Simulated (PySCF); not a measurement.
Compound: C6H10O2Si.
SMILES with atom numbers: `[CH3:1][C:2]#[C:3][SiH:4]1[O:5][CH2:6][CH2:7][CH2:8][O:9]1` (hydrogens: H10, H11, H12 on C1; H13 on Si4; H14, H15 on C6; H16, H17 on C7; H18, H19 on C8)

Structure used (PBE0-D3(BJ)/def2-SVP), in Å, numbered top down from 1:
```xyz
19
C6H10O2Si angstrom
C      4.1800   -0.0543   -0.5302
C      2.7900   -0.3721   -0.2693
C      1.6191   -0.6314   -0.0521
Si    -0.1109   -1.0508    0.2937
O     -0.7410    0.0187    1.3993
C     -2.0991    0.3930    1.3508
C     -2.5556    0.7158   -0.0653
C     -2.3682   -0.4597   -1.0143
O     -1.0233   -0.8786   -1.0850
H      4.3439    0.1355   -1.6023
H      4.4863    0.8462    0.0248
H      4.8393   -0.8820   -0.2262
H     -0.2064   -2.4452    0.8076
H     -2.2281    1.2712    2.0038
H     -2.7338   -0.4139    1.7708
H     -3.6185    1.0091   -0.0501
H     -1.9811    1.5789   -0.4417
H     -3.0143   -1.3024   -0.6942
H     -2.6858   -0.1838   -2.0326
```

All values: B3LYP/def2-SVPD (PySCF, non-relativistic), on one gas-phase PBE0-D3(BJ)/def2-SVP geometry that isn't relaxed in the solvent. The solvent is an IEF-PCM continuum (Bondi radii, 1.10 Å for H, scaled by 1.2), and excitations are vertical TDDFT with non-equilibrium linear response and a frozen core. Specific hydrogen bonds and non-electrostatic terms are outside this model.

Gas-phase singlets (H = HOMO, L = LUMO):

```json
{"state": "S1", "E (eV)": "5.751", "λ (nm)": "216", "f": "0.000", "leading configurations": "H→L 92%"}
{"state": "S2", "E (eV)": "6.016", "λ (nm)": "206", "f": "0.002", "leading configurations": "H-1→L 52%, H→L+1 40%"}
{"state": "S3", "E (eV)": "6.120", "λ (nm)": "203", "f": "0.000", "leading configurations": "H-1→L+1 83%"}
{"state": "S4", "E (eV)": "6.460", "λ (nm)": "192", "f": "0.002", "leading configurations": "H-2→L 97%"}
{"state": "S5", "E (eV)": "6.634", "λ (nm)": "187", "f": "0.002", "leading configurations": "H-3→L 92%"}
```

Problem. How does the list change in acetonitrile (ε = 35.69)?

Solution. 
| state | E (eV) | λ (nm) | f | leading configurations | change by rank (eV) |
| --- | --- | --- | --- | --- | --- |
| S1 | 5.772 | 215 | 0.000 | H→L 70%, H-1→L 24% | +0.021 |
| S2 | 6.042 | 205 | 0.004 | H-2→L 49%, H→L+1 31%, H-1→L+1 10% | +0.026 |
| S3 | 6.170 | 201 | 0.000 | H-2→L+1 78%, H-3→L+1 12% | +0.050 |
| S4 | 6.378 | 194 | 0.002 | H-1→L 74%, H→L 25% | -0.082 |
| S5 | 6.561 | 189 | 0.002 | H-3→L 81%, H-2→L 16% | -0.073 |

Problem. The ground-state energy changes by -0.264 eV from gas to acetonitrile. By how much does the total energy of gas-phase S5 change?

Solution. E(S5) = E(S0) + excitation energy, so it changes by -0.264 − 0.073 = -0.337 eV: it is lowered more than the ground state, which is what a red shift means. This is the vertical state, with the slow part of the continuum still set for S0.

Problem. How do the frontier levels move from gas to acetonitrile?

Solution. 
```
orbital  gas (eV)  solvent (eV)  change (eV)                    Löwdin shares, gas               Löwdin shares, solvent
 LUMO+2      0.39          0.43        +0.04    C1 27 %, C2 16 %, H12 11 %, C3 7 %  C2 20 %, C1 18 %, Si4 14 %, C3 12 %
 LUMO+1      0.00         -0.14        -0.14    C2 22 %, C3 21 %, Si4 20 %, C1 7 %   C2 25 %, C3 22 %, Si4 21 %, C1 7 %
   LUMO     -0.27         -0.46        -0.19    C2 24 %, C3 23 %, Si4 20 %, C1 7 %   C2 24 %, C3 23 %, Si4 20 %, O9 6 %
   HOMO     -7.55         -7.73        -0.18     C3 40 %, C2 37 %, C1 8 %, Si4 4 %     C3 30 %, C2 27 %, O5 8 %, O9 8 %
 HOMO-1     -7.62         -7.80        -0.18      C3 38 %, C2 35 %, C1 7 %, O5 4 %  O5 15 %, O9 15 %, C3 13 %, Si4 11 %
 HOMO-2     -7.68         -7.81        -0.13  O5 23 %, O9 23 %, Si4 11 %, H13 11 %     C3 33 %, C2 29 %, O9 8 %, O5 7 %
 HOMO-3     -7.81         -7.93        -0.12     O9 28 %, O5 28 %, C7 12 %, C8 8 %    O9 23 %, O5 23 %, C7 11 %, C6 8 %
```

The HOMO–LUMO gap goes from 7.28 to 7.28 eV. Rows go by rank; for HOMO-3, HOMO-2, HOMO-1, HOMO and LUMO+2 the atom shares or the degeneracy differ between the runs, so the row needn't follow one orbital.
